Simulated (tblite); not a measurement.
Species: C₈H₁₃OP.
Numbering: `[CH2:1]=[CH:2][CH2:3][P@:4](=[O:5])([CH:6]=[CH2:7])[CH:8]1[CH2:9][CH2:10]1` (hydrogens: H11, H12 on C1; H13 on C2; H14, H15 on C3; H16 on C6; H17, H18 on C7; H19 on C8; H20, H21 on C9; H22, H23 on C10)

Geometry (GFN2-xTB, Å), atoms numbered from 1 in this order:
```xyz
23
C8H13OP angstrom
C      3.427    0.526    0.446
C      2.506   -0.347    0.079
C      1.272   -0.642    0.857
P     -0.173   -0.147   -0.187
O     -0.230   -0.837   -1.479
C     -0.056    1.659   -0.307
C      0.004    2.215   -1.505
C     -1.616   -0.455    0.887
C     -2.212   -1.827    0.770
C     -2.916   -0.660    0.168
H      3.355    1.071    1.373
H      4.296    0.724   -0.156
H      2.592   -0.881   -0.857
H      1.258   -0.121    1.814
H      1.162   -1.719    1.022
H     -0.037    2.234    0.607
H      0.077    3.279   -1.659
H     -0.020    1.588   -2.382
H     -1.623    0.038    1.850
H     -1.729   -2.515    0.090
H     -2.621   -2.289    1.656
H     -3.823   -0.297    0.630
H     -2.899   -0.571   -0.908
```

Computed values, GFN2-xTB/tblite, gas phase, harmonic and unscaled. Errors from tens to a few hundred cm⁻¹ against measured bands are possible. One conformer, not necessarily the lowest.

Harmonic wavenumbers (cm⁻¹): 33.4, 43.7, 47.5, 74.6, 110.8, 142.7, 182.9, 201.5, 222.0, 284.1, 312.2, 373.1, 421.5, 448.0, 547.2, 602.4, 680.7, 709.4, 755.4, 805.4, 815.0, 834.4, 890.1, 907.6, 946.3, 965.8, 971.9, 985.8, 1008.5, 1011.5, 1014.8, 1038.3, 1067.6, 1070.0, 1089.8, 1150.5, 1153.5, 1179.5, 1210.3, 1228.7, 1267.5, 1281.1, 1327.6, 1379.2, 1400.9, 1421.7, 1424.1, 1473.9, 1664.0, 1711.9, 2926.4, 2983.7, 3043.1, 3060.0, 3065.7, 3076.1, 3079.3, 3082.3, 3082.6, 3095.2, 3100.2, 3112.6, 3130.5.

A = 1801, B = 828.1, C = 681.0 MHz; mass 156.070 u (most abundant isotopes); point group C1, symmetry number 1.

Question: What is the zero-point energy?

Answer: ½Σν̃ = 40864 cm⁻¹ = 116.84 kcal/mol.

Question: Entropy at 273.15 K, 1 bar (ideal gas, RRHO, classical rotation)?

Answer: Translation 40.64, rotation 29.88, vibration 38.53: S = 109.0 cal/(mol K).

Question: And Cp and H(273.15 K) − H(0)?

Answer: Cp = 43.21 cal/(mol K), of which vibrations give 35.26 (their classical limit is 63 R = 125.2); H(273.15 K) − H(0) = 7.32 kcal/mol without the zero-point energy, 5.15 from vibrations.

Question: Blend soft modes into free rotors: weight 1/[1 + (100 cm⁻¹/ν̃)⁴] for the oscillator and the rest for a rotor with moment μB/(μ + B), μ = h/(8π²ν), B = 10⁻⁴⁴ kg m². What vibrational entropy results?

Answer: 33.73 cal/(mol K) in place of 38.53, which changes −T·S at 273.15 K by +1.31 kcal/mol.

Question: What must be added to the electronic energy to get the Gibbs energy at 273.15 K and 1 bar?

Answer: ZPE + [H(273.15 K) − H(0)] − T·S = 116.84 + 7.32 − 29.78 = 94.38 kcal/mol.

Hindered rotation and anharmonicity are outside this model. Other conformers, if any are populated, would add a mixing term that is left out. The structure is chiral; the term R ln 2 for an equal mix with its mirror image is left out.
